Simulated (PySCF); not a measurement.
FOS, SMILES O=[S]F, multiplicity 2. Atoms are numbered in the order given.

```xyz
3

O      0.5151    -1.2066     0.0000
S     -0.4566    -0.1200     0.0000
F      0.3538     1.2859     0.0000
```
Charge 0, spin multiplicity 2.

Coordinates come from a B3LYP-D3(BJ)/def2-TZVP optimisation. The isomer is the one that the SMILES or the coordinates give; other isomers of the formula were not compared.

These are PySCF with B3LYP/pcH-1 values and carry that method's errors.

Unrestricted Kohn–Sham, ⟨S²⟩ = 0.753. Hyperfine tensors hold the contact and dipolar terms, without spin-orbit corrections.

Computed hyperfine couplings:
| nucleus | A(iso) (MHz) | A(iso) (G) | dipolar principal values (MHz) |
|---|---|---|---|
| 17O no. 1 | -30.7 | -11.0 | -142.3, 70.4, 72.0 |
| 33S no. 2 | 18.5 | 6.6 | -64.8, -59.7, 124.5 |
| 19F no. 3 | 50.3 | 17.9 | -142.6, -134.2, 276.8 |

And the g tensor (effective nuclear charges for spin-orbit coupling, GIAO)? (The exact figures need the calculation; the answer reports its results.)

principal values 1.9969, 2.0020, 2.0140; isotropic 2.0043.
